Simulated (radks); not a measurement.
Polarisability of neutral aluminium, [Ne] 3s2 3p1, at imaginary frequency. All-electron calculation, non-relativistic Kohn-Sham, LDA (Slater exchange, Perdew-Wang correlation), spin-polarised, spherical densities, point nucleus; open shells are filled with parallel spins first. Program: a radial shooting solver on a logarithmic mesh with Libxc functionals. Response by self-consistent Sternheimer equations with the Hartree and adiabatic LDA kernel.

w (hartree)  alpha1(iw) (bohr^3)
0.00266                    65.69
0.0143                     65.13
0.0360                     62.25
0.0697                     55.07
0.118                      43.98
0.186                      31.60
0.280                      20.50
0.413                      12.15
0.605                      6.693
0.892                      3.494
1.35                       1.754
2.12                      0.8530
3.59                      0.3912
6.94                      0.1473
17.5                     0.03148

Static values: alpha1 = 65.71 bohr^3 (9.737 angstrom^3; uncoupled 96.04). C6 = 578.5, triple-dipole C9 = 27260 atomic units. One-pole (London) frequency 4 C6 / (3 alpha1^2) = 0.179 hartree, against 0.111 for minus the highest occupied eigenvalue. The dipole shielding factor is 1.000, as the force sum rule N/Z = 1.000 demands. Recommended static value: 57.8 bohr^3 (Schwerdtfeger and Nagle, 2023 table).
